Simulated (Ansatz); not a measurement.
NaLi₃. The state is a quintet with charge 0. Geometry PBE/def2-TZVP; atoms count from 1.

```xyz
4

Li    0.3114    0.0804    1.8945
Li    1.7381   -0.0512   -0.8179
Li   -0.8015    1.6545   -0.5018
Na   -1.2479   -1.6837   -0.5748
```

At PBE0/def2-TZVP a broken-symmetry singlet of charge 0 lies 1.53 eV below the quintet, each at its own geometry. The structure comes from a short search, and lower isomers may exist.

**Question.** Estimate the Mulliken populations from the PBE0/def2-TZVP orbitals of Ansatz.

**Answer.** 
```json
{"atom": "Li1", "charge (e)": "-0.03", "spin (α − β)": "1.03"}
{"atom": "Li2", "charge (e)": "-0.03", "spin (α − β)": "1.03"}
{"atom": "Li3", "charge (e)": "-0.04", "spin (α − β)": "1.04"}
{"atom": "Na4", "charge (e)": "0.11", "spin (α − β)": "0.89"}
```
Mulliken values and Mayer orders depend strongly on the basis.

**Question.** Where does the spin sit?

**Answer.** Summed by element: Li 3.11, Na 0.89, of 4 unpaired in all. Largest on single atoms: Li3 1.04, Li1 1.03, Li2 1.03.

**Question.** And the Mayer bond orders between bonded heavy atoms (over 0.3)?

**Answer.** Li1–Li2 0.41 (3.07 Å); Li1–Li3 0.41 (3.08 Å); Li1–Na4 0.31 (3.41 Å); Li2–Li3 0.41 (3.08 Å); Li2–Na4 0.31 (3.41 Å); Li3–Na4 0.31 (3.37 Å).
